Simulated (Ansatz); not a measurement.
One change: `[OH][GeH2][SiH](O)F` becomes `N[SiH](O)F`.

Ansatz, PBE0-D4/def2-TZVP geometries, multiplicity 1. Each molecule was computed in one conformer, which needn't be the lowest.

Scalar relativity is left out up to krypton.

```tsv
property	`[OH][GeH2][SiH](O)F`
HOMO energy (B3LYP/def2-TZVPP) / eV	-7.94
HOMO–LUMO gap (ωB97M-V/def2-TZVPP) / eV	11.24
LUMO energy (ωB97M-V/def2-TZVPP) / eV	1.01
HOMO–LUMO gap (PBE/def2-TZVPP) / eV	5.16
LUMO energy (PBE0/def2-TZVPP) / eV	-0.72
size of the dipole moment (ωB97M-V/def2-TZVPP) / D	2.76
```

**Question.** What does the change do to each property? (An estimate is asked.)

**Answer.** The calculation gave: 
```json
{"property": "HOMO energy (B3LYP/def2-TZVPP) / eV", "`N[SiH](O)F`": "-7.70", "shift": "0.24"}
{"property": "HOMO–LUMO gap (ωB97M-V/def2-TZVPP) / eV", "`N[SiH](O)F`": "12.54", "shift": "1.30"}
{"property": "LUMO energy (ωB97M-V/def2-TZVPP) / eV", "`N[SiH](O)F`": "2.19", "shift": "1.18"}
{"property": "HOMO–LUMO gap (PBE/def2-TZVPP) / eV", "`N[SiH](O)F`": "6.38", "shift": "1.22"}
{"property": "LUMO energy (PBE0/def2-TZVPP) / eV", "`N[SiH](O)F`": "0.78", "shift": "1.50"}
{"property": "size of the dipole moment (ωB97M-V/def2-TZVPP) / D", "`N[SiH](O)F`": "2.55", "shift": "-0.21"}
```

With PBE0 the HOMO rises by 0.19 eV and the LUMO rises by 1.50 eV, so the gap widens by about 1.31 eV. PBE moves the HOMO by 0.26 eV and ωB97M-V by -0.12 eV. Dipoles are sizes alone; their direction can turn.

B3LYP here is the variant with VWN-RPA as its local correlation; programs differ in this.
